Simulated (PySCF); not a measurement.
Species: [TaO2Cl2]- (charge -1 and singlet state).
Cartesian coordinates in Å at the PBE0-D3(BJ)/def2-SVP level; atoms count from 1:
```
atom  x, y, z in Å
Ta1    0.0830   -0.0054    0.0811
O2    -0.1869   -0.1394    1.8058
O3     1.8163   -0.0280   -0.1706
Cl4   -0.8111    2.0668   -0.7159
Cl5   -0.9012   -1.8940   -1.0004
```

Computed with PBE0-D3(BJ)/def2-SVP geometry optimisation, gas phase, def2 core potentials past Kr (PySCF).

Masses are those of the commonest isotopes; rigid-rotor values at the optimised geometry. 

Question: What are A, B and C (GHz)?

Answer: Ia = 209.42, Ib = 339.29, Ic = 421.86 u·Å²; 505379 MHz·u·Å²/I gives 2413, 1490 and 1198 MHz, that is A = 2.4132, B = 1.4895, C = 1.1980 GHz.

Question: What kind of rotor is it?

Answer: An asymmetric top. Ray's parameter κ = (2B − A − C)/(A − C) = -0.520; −1 is the prolate and +1 the oblate limit.

Question: What does the inertial defect say?

Answer: Not planar: Δ = Ic − Ia − Ib = -126.85 u·Å². For a rigid frame Δ = −2 Σ m c², so Σ m c² = 63.43 u·Å² lies off the ab plane. The atom farthest from that plane is 1.41 Å away.

Question: Where do the levels up to J = 5 lie, in cm⁻¹?

Answer: Above 0(0,0):
J = 1: 1(0,1) 0.0896, 1(1,1) 0.1205, 1(1,0) 0.1302
J = 2: 2(0,2) 0.2670, 2(1,2) 0.2900, 2(1,1) 0.3192, 2(2,1) 0.4116, 2(2,0) 0.4136
J = 3: 3(0,3) 0.5285, 3(1,3) 0.5432, 3(1,2) 0.6013, 3(2,2) 0.6806, 3(2,1) 0.6899, 3(3,1) 0.8600, 3(3,0) 0.8603
J = 4: 4(0,4) 0.8710, 4(1,4) 0.8791, 4(1,3) 0.9746, 4(2,3) 1.0376, 4(2,2) 1.0631, 4(3,2) 1.2219, 4(3,1) 1.2236, 4(4,1) 1.4688, 4(4,0) 1.4688
J = 5: 5(0,5) 1.2926, 5(1,5) 1.2966, 5(1,4) 1.4359, 5(2,4) 1.4815, 5(2,3) 1.5333, 5(3,3) 1.6747, 5(3,2) 1.6812, 5(4,2) 1.9213, 5(4,1) 1.9216, 5(5,1) 2.2384, 5(5,0) 2.2384
Those of J = 1 are B + C, A + C and A + B.

Question: Predict some low-J microwave lines.

Answer: The dipole components (about the centre of mass, as the species is charged) are |μa| = 0.00 D, |μb| = 2.11 D, |μc| = 0.00 D; the symmetry axis of this C2v structure is b, so μa and μc vanish by symmetry and there are no a-type or c-type lines. Some lines, for components of 0.1 D or more:

```json
{"type": "b", "branch": "Q", "J(Ka,Kc)": "1(1,0) ← 1(0,1)", "MHz": "1215", "lower level (cm⁻¹)": "0.090"}
{"type": "b", "branch": "Q", "J(Ka,Kc)": "2(1,1) ← 2(0,2)", "MHz": "1566", "lower level (cm⁻¹)": "0.267"}
{"type": "b", "branch": "Q", "J(Ka,Kc)": "2(2,0) ← 2(1,1)", "MHz": "2830", "lower level (cm⁻¹)": "0.319"}
{"type": "b", "branch": "R", "J(Ka,Kc)": "1(1,1) ← 0(0,0)", "MHz": "3611", "lower level (cm⁻¹)": "0.000"}
{"type": "b", "branch": "Q", "J(Ka,Kc)": "2(2,1) ← 2(1,2)", "MHz": "3646", "lower level (cm⁻¹)": "0.290"}
{"type": "b", "branch": "R", "J(Ka,Kc)": "2(0,2) ← 1(1,1)", "MHz": "4393", "lower level (cm⁻¹)": "0.120"}
{"type": "b", "branch": "R", "J(Ka,Kc)": "2(1,2) ← 1(0,1)", "MHz": "6007", "lower level (cm⁻¹)": "0.090"}
{"type": "b", "branch": "R", "J(Ka,Kc)": "2(2,1) ← 1(1,0)", "MHz": "8438", "lower level (cm⁻¹)": "0.130"}
{"type": "b", "branch": "R", "J(Ka,Kc)": "2(2,0) ← 1(1,1)", "MHz": "8788", "lower level (cm⁻¹)": "0.120"}
```

Question: Estimate the classical rotational partition function at 25 K, 50 K and 500 K.

Answer: Point group C2v, symmetry number σ = 2; q = (√π/σ)·√((kT/h)³/(ABC)), k/h = 20836.6 MHz/K: 5080 at 25 K, 14400 at 50 K, 454000 at 500 K.

No PBE0-D3(BJ)/def2-SVP frequencies stand behind this structure, so it isn't proved a minimum. The geometry's basis has no diffuse functions, a weakness for an anion. No vibrational averaging or centrifugal distortion is included, and the geometry carries the error of its method. Quadrupole hyperfine structure (35Cl) is left out.

The run took 61 s wall on one thread, Arm Neoverse V1, on a shared host. That covers the optimisation of the geometry.
